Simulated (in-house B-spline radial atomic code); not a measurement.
# Ga²⁺: [Ar] 3d10 4s1

Level of theory: Dirac-Kohn-Sham LDA PW92, spherical fractional occupations, Fermi nucleus of rms radius 3.9973 fm; calculated with a radial B-spline atomic code at the basis-set limit.

Z_r = [3n² - l(l+1)]/(2<r>); Z_e = n√(-2ε); the last column is Slater's effective charge. Values are occupation-weighted means over j.

| shell | electrons | ε (eV) | <r> (bohr) | Z_r | Z_e | Slater |
| --- | --- | --- | --- | --- | --- | --- |
| 1s | 2 | -10228 | 0.04867 | 30.82 | 27.42 | 30.70 |
| 2s | 2 | -1279.9 | 0.218 | 27.53 | 19.40 | 26.85 |
| 2p | 6 | -1118.3 | 0.1908 | 26.20 | 18.13 | 26.85 |
| 3s | 2 | -167.86 | 0.6531 | 20.67 | 10.54 | 19.75 |
| 3p | 6 | -119.13 | 0.6798 | 18.39 | 8.88 | 19.75 |
| 3d | 10 | -39.737 | 0.7987 | 13.15 | 5.13 | 9.85 |
| 4s | 1 | -26.47 | 2.062 | 11.64 | 5.58 | 5.70 |

The least bound orbital is 4s1/2 at -26.47 eV, and it is also the most diffuse (<r> = 2.062 bohr).

Spin-orbit splittings of the orbital energies (j = l + 1/2 above j = l - 1/2 when positive): 2p 27.6 eV, 3p 3.638 eV, 3d 0.4678 eV.

For the 1s electron the small component carries 1.25 % of the norm, the zero-frequency Breit interaction raises the level by 14.58 eV, self-energy by 7.503 eV, and vacuum polarisation lowers it by 0.7095 eV.

The density falls to 0.001 bohr⁻³ at 3.285 bohr; Σ<r²> = 17.744 bohr² gives, by the non-relativistic formula and without the paramagnetism of open shells, a Langevin diamagnetic susceptibility of -14.05×10⁻⁶ cm³/mol.
